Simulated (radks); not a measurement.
The numbers below are computed, except where a source is named.
Pt4+, configuration [Kr] 4d10 4f14 5p6 5d6 5f2 (not the ground configuration). Code: a radial shooting solver on a logarithmic mesh with Libxc functionals. Model: scalar-relativistic Kohn-Sham, Wu-Cohen GGA, spin-unpolarised, spherical densities, finite nucleus; Fermi nuclear charge, rms radius 5.427 fm.

Radial electron density D(r) = 4 pi r^2 rho(r):

| r (bohr) | D(r) (e/bohr) |
|---|---|
| 0.001013 | 9.949 |
| 0.00117 | 12.30 |
| 0.001362 | 15.33 |
| 0.001585 | 19.01 |
| 0.001845 | 23.43 |
| 0.002148 | 28.68 |
| 0.002501 | 34.84 |
| 0.002911 | 41.92 |
| 0.003389 | 49.92 |
| 0.003914 | 58.24 |
| 0.004557 | 67.59 |
| 0.005305 | 77.18 |
| 0.006176 | 86.50 |
| 0.00719 | 94.92 |
| 0.00837 | 101.7 |
| 0.009744 | 106.2 |
| 0.01134 | 107.8 |
| 0.0131 | 106.8 |
| 0.01525 | 103.5 |
| 0.01775 | 99.22 |
| 0.02067 | 96.07 |
| 0.02406 | 96.33 |
| 0.02801 | 101.7 |
| 0.03261 | 112.5 |
| 0.03796 | 126.4 |
| 0.04384 | 138.5 |
| 0.05104 | 145.4 |
| 0.05942 | 142.9 |
| 0.06917 | 132.1 |
| 0.08053 | 119.4 |
| 0.09375 | 113.1 |
| 0.1091 | 117.7 |
| 0.1271 | 128.8 |
| 0.1467 | 134.8 |
| 0.1708 | 126.7 |
| 0.1989 | 104.9 |
| 0.2315 | 82.24 |
| 0.2695 | 72.77 |
| 0.3138 | 78.08 |
| 0.3653 | 86.19 |
| 0.4252 | 83.83 |
| 0.4911 | 69.48 |
| 0.5717 | 49.05 |
| 0.6656 | 32.39 |
| 0.7748 | 23.12 |
| 0.902 | 19.01 |
| 1.05 | 16.22 |
| 1.222 | 12.76 |
| 1.423 | 8.854 |
| 1.644 | 5.604 |
| 1.913 | 3.199 |
| 2.228 | 1.808 |
| 2.593 | 1.086 |
| 3.019 | 0.6886 |
| 3.514 | 0.4173 |
| 4.091 | 0.2182 |
| 4.763 | 0.09306 |
| 5.501 | 0.03254 |
| 6.404 | 0.007760 |
| 7.455 | 0.001251 |
| 8.679 | 0.0001286 |

D(r) has 4 maxima, at r = 0.0114, 0.0531, 0.147, 0.386 bohr, and minima at 0.0222, 0.0953, 0.272 bohr, inside which lie 1.89, 11.08, 30.00 electrons.
